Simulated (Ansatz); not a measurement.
Ideal-gas functions of CH₃AlF₂Si, SMILES `F[Si]1(F)[CH2][AlH]1` at 298.15 K and 1 bar, from an Ansatz frequency run at PBE0-D4/def2-TZVP.

Molar mass 108.1 g/mol, point group C1 (symmetry number 1), electronic degeneracy 1, moments of inertia 94.842, 228.1, 258.175 u Å². Harmonic wavenumbers (cm⁻¹, unscaled): 115, 186, 254, 269, 320, 398, 423, 498, 554, 723, 786, 848, 906, 927, 1325, 1931, 2950, 3142.

Use S(trans) = R[1.5 ln M + 2.5 ln T − 1.1517]; rotational temperatures θ = 24.2544 K / I; S(rot) = R[ln(√π/σ · √(T³/θAθBθC)) + 1.5]; for each mode x = 1.438777 ν̃/T, S = R[x/(eˣ − 1) − ln(1 − e⁻ˣ)] and H = RT x/(eˣ − 1); 1 cm⁻¹ = 0.0119627 kJ/mol; R = 8.31446 J/(mol·K).

By hand: the entropy, in J/(mol·K).

Translation 167.3. Rotation: θ = 0.2557, 0.1063, 0.0939 K, giving 113.1. Vibration, mode by mode: 13.32, 9.49, 7.12, 6.71, 5.48, 4.06, 3.69, 2.77, 2.24, 1.17, 0.92, 0.72, 0.57, 0.52, 0.10, 0.01, 0.00, 0.00, in all 58.9. Electronic 0.0. Sum 339.3 J/(mol·K).

By hand: H − E and G − E in kJ/mol, counted from the electronic energy.

Zero-point energy ½ × 16555 × 0.0119627 = 99.0; thermal vibration 10.5; translation, rotation and pV give 4 RT = 9.9. H − E = 119.4 kJ/mol, and G − E = 119.4 − 298.15 × 339.3/1000 = 18.2 kJ/mol.

Vibration gives 17 % of the entropy, 13.3 J/(mol·K) of it from the mode under 150 cm⁻¹: soft modes count most, and the harmonic formula is weakest for them. The sum counts one conformer and one mirror image; others add a mixing term.
